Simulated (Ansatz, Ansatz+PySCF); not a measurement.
```xyz
2

Al    0.0000    0.0000    0.0000
S     0.0000    0.0000    2.0290
```

Basis set: def2-SVP (spherical functions). Left uncorrelated: 10 orbitals. Correlation on ROHF uses semicanonical orbitals with singles. Charge 0, multiplicity 2.

Computed with Ansatz (development build ahead of 0.2.0); each method stands on the lowest determinant of its kind that the runs found.

The atomization energy at this shape (free ground-state atoms in the same class of orbitals less the molecule, no zero-point energy) of doublet AlS:

| method | atomization energy |
| --- | --- |
| ROHF-CCSD(T) | 3.69 eV |
| ROHF | 2.53 eV |
| UHF | 2.45 eV |

Q: What does UHF-MP2 give?

A: 3.89 eV.
